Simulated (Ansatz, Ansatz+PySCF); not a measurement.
```yaml
atoms:
  - { symbol: Cr, position_ang: [0.0000, 0.0000, 0.0000] }
  - { symbol: Cr, position_ang: [0.0000, 0.0000, 1.6800] }
```

Basis set: cc-pVDZ (spherical functions). Frozen core: 10 orbitals. Charge 0, multiplicity 1.

Computed with Ansatz (development build ahead of 0.2.0); each method stands on the lowest determinant of its kind that the runs found. Restricted open shells among the atoms or ions are ROHF, correlated in semicanonical orbitals with singles. Restricted functionals stand beside restricted open-shell atoms, which can lie above the unrestricted atoms usual in DFT and then raise those values.

The atomization energy at this shape (free ground-state atoms in the same class of orbitals less the molecule, no zero-point energy) of singlet Cr2:

```tsv
method	atomization energy
r²SCAN (restricted)	-36.16 kcal/mol
PBE (unrestricted)	35.38 kcal/mol
PBE (restricted)	24.29 kcal/mol
PBE0 (unrestricted)	-21.19 kcal/mol
PBE0 (restricted)	-88.45 kcal/mol
UHF-MP2	-32.10 kcal/mol
RHF-MP2	-63.47 kcal/mol
UHF	-121.40 kcal/mol
RHF	-341.67 kcal/mol
RHF-CCSD(T)	181.67 kcal/mol
RHF-CCSD	-10.53 kcal/mol
```

(1) What does r²SCAN (unrestricted) give?

Answers

(1) -0.42 kcal/mol. Caution: another spin multiplicity may lie lower. Caution for r²SCAN (unrestricted), PBE (unrestricted): the unrestricted determinant is spin contaminated. Caution for r²SCAN (restricted), PBE (restricted), PBE0 (restricted), RHF-MP2, RHF, RHF-CCSD(T), RHF-CCSD: an unrestricted determinant lies well below. Caution for r²SCAN (restricted), PBE0 (restricted), UHF-MP2, RHF-MP2, UHF, RHF: the molecule lies well above its atoms at this level. Caution for PBE0 (unrestricted), PBE0 (restricted), UHF-MP2, RHF-MP2, UHF, RHF, RHF-CCSD(T), RHF-CCSD: the determinant breaks the point group. Caution for PBE0 (unrestricted), UHF-MP2, UHF: the unrestricted determinant is a mixture of spin states. Caution for UHF-MP2, RHF-MP2: another reference gives a lower total. Caution for RHF-MP2, RHF-CCSD(T), RHF-CCSD: large amplitudes, a single reference is doubtful.
